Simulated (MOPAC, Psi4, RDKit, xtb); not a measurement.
Two geometries of SMILES C(C(=O)O)B(O)O, relaxed at B3LYP-D3(BJ)/def2-SVP with one dihedral held; other torsions can differ between them too.

Structure A

```
12

O     -1.7640    -1.3580     1.3587
C     -1.2438    -0.5339     0.6573
O     -1.8551     0.6336     0.3639
C      0.1450    -0.6992     0.0465
B      1.1415     0.4740     0.4229
O      0.6541     1.7493     0.2917
O      2.4213     0.3200     0.8513
H     -1.1822     1.3264     0.2236
H      0.5195    -1.6959     0.3162
H      0.0305    -0.6648    -1.0533
H      1.2831     2.4370     0.5500
H      2.6962    -0.5986     0.9539
```

Structure B

```
12

O      1.0374    -0.4709     1.9380
C      1.1135    -0.7068     0.7528
O      2.1276    -1.4690     0.3044
C      0.1385    -0.1971    -0.2883
B     -1.0655     0.6882     0.2830
O     -1.9594     1.1628    -0.6289
O     -1.2001     0.9634     1.5982
H      2.0633    -1.5740    -0.6557
H     -0.2714    -1.0533    -0.8545
H      0.6938     0.4002    -1.0354
H     -2.6506     1.6885    -0.2031
H     -0.4643     0.5460     2.0951
```

**Question.** Which is lower in energy at the level DF-MP2 (frozen core)/cc-pVTZ // B3LYP-D3(BJ)/def2-SVP (Psi4), and by how much?

**Answer.** B is lower, by 3.71 kcal/mol (dihedral O1–C2–O3–H8: 150° in A, 180° in B).

E(B) − E(A) in kcal/mol at the other levels, on the same two geometries: PBE0/def2-TZVP // B3LYP-D3(BJ)/def2-SVP (Psi4) -3.66; PBE0-D3(BJ)/def2-TZVP // B3LYP-D3(BJ)/def2-SVP (Psi4) -3.60; PBE/def2-TZVP // B3LYP-D3(BJ)/def2-SVP (Psi4) -3.82; PBE-D3(BJ)/def2-TZVP // B3LYP-D3(BJ)/def2-SVP (Psi4) -3.76; HF/cc-pVTZ // B3LYP-D3(BJ)/def2-SVP (Psi4) -3.18; UFF // B3LYP-D3(BJ)/def2-SVP (RDKit) 9.05; PM7, restricted, heats of formation // B3LYP-D3(BJ)/def2-SVP (MOPAC) -0.70; PM6, restricted, heats of formation // B3LYP-D3(BJ)/def2-SVP (MOPAC) -0.48; GFN1-xTB // B3LYP-D3(BJ)/def2-SVP (xtb) -0.40.
